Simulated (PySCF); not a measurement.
Br2, triplet, at a GFN2-xTB geometry (a higher spin typed on purpose: for a closed-shell molecule this is an excited state), with bond 2-1 at 1.4 times its length; CASSCF(2,4)/def2-SVP (PySCF).

PySCF was given this input:
```python
from pyscf import gto, scf, mcscf
import numpy

mol = gto.M(
    atom='''
Br   -0.000000   -0.000000   -1.426657
Br    0.000000    0.000000    2.567983
''',
    basis='def2-svp',
    charge=0,
    spin=2,
    verbose=4,
)

mf = scf.ROHF(mol)
mf.kernel()
mc = mcscf.CASSCF(mf, 4, 2)
mc.fix_spin_(ss=2.0)
mc = mc.newton()
mc.kernel()
occ = numpy.linalg.eigvalsh(mc.fcisolver.make_rdm1(mc.ci, mc.ncas, mc.nelecas))[::-1]
ss = mc.fcisolver.spin_square(mc.ci, mc.ncas, mc.nelecas)[0]
print('natural occupations', occ.round(4), ' <S^2>', round(ss, 4))
```

Output, abridged:

```
PySCF version 2.14.0

[INPUT] verbose = 4
[INPUT] num. atoms = 2
[INPUT] num. electrons = 70
[INPUT] charge = 0
[INPUT] spin (= nelec alpha-beta = 2S) = 2
[INPUT] symmetry False subgroup None
[INPUT] Mole.unit = angstrom
[INPUT] Symbol           X                Y                Z      unit          X                Y                Z       unit  Magmom
[INPUT]  1 Br     0.000000000000   0.000000000000  -1.426657000000 AA    0.000000000000   0.000000000000  -2.695991003694 Bohr   0.0
[INPUT]  2 Br     0.000000000000   0.000000000000   2.567983000000 AA    0.000000000000   0.000000000000   4.852784562539 Bohr   0.0

nuclear repulsion = 162.27797332851
number of shells = 24
number of NR pGTOs = 148
number of NR cGTOs = 64
basis = def2-svp
ecp = {}

******** <class 'pyscf.scf.rohf.ROHF'> ********
method = ROHF
initial guess = minao
damping factor = 0
level_shift factor = 0
DIIS = <class 'pyscf.scf.diis.CDIIS'>
diis_start_cycle = 1
diis_space = 8
diis_damp = 0
SCF conv_tol = 1e-09
SCF conv_tol_grad = None
SCF max_cycles = 50
direct_scf = True
direct_scf_tol = 1e-13
num. doubly occ = 34  num. singly occ = 2
Set gradient conv threshold to 3.16228e-05
init E= -5141.61145962843
  HOMO = -0.36820352396905  LUMO = 0.409121315468595  gap/eV = 21.15209
cycle= 1 E= -5144.04816959951  delta_E= -2.44  |g|= 0.0619  |ddm|= 1.06
  HOMO = -0.314115542102131  LUMO = 0.410871925659293  gap/eV = 19.72791
cycle= 2 E= -5144.04991442552  delta_E= -0.00174  |g|= 0.0181  |ddm|= 0.0882
  HOMO = -0.308597767739536  LUMO = 0.41403888016414  gap/eV = 19.66394
cycle= 3 E= -5144.05001028613  delta_E= -9.59e-05  |g|= 0.00779  |ddm|= 0.0234
  HOMO = -0.308772831674445  LUMO = 0.413772734827305  gap/eV = 19.66147
cycle= 4 E= -5144.05002164833  delta_E= -1.14e-05  |g|= 0.00111  |ddm|= 0.00589
  HOMO = -0.308940609485876  LUMO = 0.413647972147727  gap/eV = 19.66264
cycle= 5 E= -5144.05002270914  delta_E= -1.06e-06  |g|= 0.000159  |ddm|= 0.00249
  HOMO = -0.308889241631268  LUMO = 0.413682890230263  gap/eV = 19.66219
cycle= 6 E= -5144.05002272932  delta_E= -2.02e-08  |g|= 2.7e-05  |ddm|= 0.000289
  HOMO = -0.308890761942572  LUMO = 0.413680576352098  gap/eV = 19.66217
cycle= 7 E= -5144.05002272996  delta_E= -6.37e-10  |g|= 4.89e-06  |ddm|= 5.23e-05
  HOMO = -0.308890458895859  LUMO = 0.413681144556429  gap/eV = 19.66217
Extra cycle  E= -5144.05002272996  delta_E= -4.55e-12  |g|= 1.63e-06  |ddm|= 5.35e-06
converged SCF energy = -5144.05002272996

******** <class 'pyscf.mcscf.newton_casscf.CASSCF'> ********
CAS (2e+0e, 4o), ncore = 34, nvir = 26
max_cycle_macro = 50
max_cycle_micro = 10
conv_tol = 1e-07
conv_tol_grad = None
orbital rotation max_stepsize = 0.03
augmented hessian ah_max_cycle = 30
augmented hessian ah_conv_tol = 1e-12
augmented hessian ah_linear dependence = 1e-14
augmented hessian ah_level shift = 1e-08
augmented hessian ah_start_tol = 500
augmented hessian ah_start_cycle = 3
augmented hessian ah_grad_trust_region = 3
kf_trust_region = 3
kf_interval = 5
natorb = False
canonicalization = True
internal_rotation = False
******** <class 'pyscf.fci.addons.SpinPenaltyFCISolver'> ********
max. cycles = 50
conv_tol = 1e-08
davidson only = True
linear dependence = 1e-12
level shift = 0.001
max iter space = 12
nroots = 1
pspace_size = 400
spin = None

WARN: SO-CASSCF (Second order CASSCF) is an experimental feature. Its performance is bad for large systems.

CASCI E = -5144.05002272996  dE = -5144.05  S^2 = 2.0000000
Set conv_tol_grad to 0.000316228
macro 1 (1 JK  0 micro), CASSCF E = -5144.05002272996  dE = 0  |grad|=3.28e-06  S^2 = 2.0000000
newton CASSCF converged in 1 macro (1 KF 0 Hx) steps
CASSCF canonicalization
Density matrix diagonal elements [1.00000000e+00 1.00000000e+00 6.36454558e-14 2.16184761e-15]
CASSCF energy = -5144.05002272996
CASCI E = -5144.05002272996  E(CI) = -1.21825937946141  S^2 = 2.0000000
natural occupations [1. 1. 0. 0.]  <S^2> 2.0
```
